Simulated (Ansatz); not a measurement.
Calculated with Ansatz (gas phase, PBE0-D4/def2-TZVP geometries, no zero-point term in ΔE). CCSD(T)/CBS is the MP2 limit (def2-TZVPP, def2-QZVPP) plus CCSD(T) − MP2 in def2-TZVPP, frozen cores. Functionals use def2-TZVPP. B3LYP here is the variant with VWN-RPA as its local correlation; programs differ in this. Each species was taken in one conformer, which may not be the lowest.

Consider the redistribution: `O[SiH2]O[SiH](Cl)Cl` + `[NH2][AlH][SiH3]` → `[NH2][AlH][SiH2]O` + `[SiH3]O[SiH](Cl)Cl`.

(1) Is it downhill or uphill in electronic energy at CCSD(T)/CBS, and by how much? (An estimate is asked.)

(2) What do these levels give: B3LYP-D4, ωB97M-V, r2SCAN, PBE0, HF/def2-TZVPP, MP2/def2-TZVPP, SCS-MP2/def2-TZVPP, CCSD/def2-TZVPP, CCSD(T)/def2-TZVPP, MP2/def2-QZVPP, HF/CBS(def2), MP2/CBS(def2)? (Best estimate.)

Largest T1 diagnostic among the species: 0.013.

Results:

(1) The calculation gave: Uphill: ΔE = +10.8 kcal/mol.

(2) Computed: B3LYP-D4 10.4, ωB97M-V 11.1, r2SCAN 11.3, PBE0 10.8, HF/def2-TZVPP 10.1, MP2/def2-TZVPP 10.9, SCS-MP2/def2-TZVPP 10.3, CCSD/def2-TZVPP 11.0, CCSD(T)/def2-TZVPP 11.1, MP2/def2-QZVPP 10.7, HF/CBS(def2) 10.0, MP2/CBS(def2) 10.6 kcal/mol.

In def2-TZVPP, CCSD(T) changes the Hartree–Fock value by +1.1 kcal/mol (the triples alone add +0.2 kcal/mol) and MP2 by +0.8 kcal/mol.
